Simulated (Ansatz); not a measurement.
A search over several starts for the lowest SCF solution of Al2Cu3⁺ at the given spin, in a small basis.

```yaml
crystal:
  periodic: [false, false, false]
  atoms:
    - {symbol: Al, position_ang: [0.214683, -1.412720, -0.720455]}
    - {symbol: Al, position_ang: [-0.389829, 0.649495, 1.409653]}
    - {symbol: Cu, position_ang: [0.227306, 0.990495, -0.894414]}
    - {symbol: Cu, position_ang: [1.773255, -0.087924, 0.588358]}
    - {symbol: Cu, position_ang: [-1.825404, -0.139345, -0.383133]}
basis:
  gaussian: {orbitals: def2-SVP, initial_orbitals: start.molden}
total_charge: 1
magnetization: {spin_polarized: true, initial_magnetization: 2}
hamiltonian: {xc: pbe, dispersion: d4}
output: {orbitals: {seedname: orbitals}}
```

The file start.molden holds the orbitals of an earlier run on this structure, at another level or in another basis.

```sh
$ ansatz run in.yaml --threads 4 --pin off --events-out ev --progress --plain --max-ram 4787MiB
```

It prints (some lines left out):

```
Functional definition: PBE
1538 factors; their error is unknown
mean field evaluation 1: about -147060.5224 eV, gradient 5.0e0 eV
mean field evaluation 2: about -147060.6218 eV, gradient 1.2e-1 eV
mean field evaluation 4: about -147060.5478 eV, gradient 3.5e-3 eV
mean field evaluation 8: about -147024.4583 eV, gradient 9.7e1 eV
mean field evaluation 16: about -147060.6211 eV, gradient 4.1e-1 eV
mean field evaluation 32: about -147057.9661 eV, gradient 1.7e1 eV
mean field evaluation 64: about -147059.3975 eV, gradient 3.0e-4 eV
mean field evaluation 96: about -147059.3429 eV, gradient 2.9e0 eV
mean field evaluation 128: about -147059.4988 eV, gradient 1.8e0 eV
mean field -147060.54778917 eV, -5404.3754500323 hartree, gradient 1.6e-5 eV, S^2 2.012349; 14 other end points of the search recorded, 0 dependent functions left out
reference -147060.54784648 eV, -5404.3754521388 hartree; 57, 55 occupied and 72, 74 virtual orbitals, 1538 factors
Total energy: -147060.79947874 eV, -5404.3846994535 hartree
```

Run time 50 s (4 threads of Arm Neoverse V1 on a shared host).

Other converged states that the search met: 0.98 eV higher (⟨S²⟩ = 2.01).

At PBE0-D4/def2-TZVP a singlet of charge 1 lies 1.22 eV below the triplet, each at its own geometry. The structure comes from a short search, and lower isomers may exist.
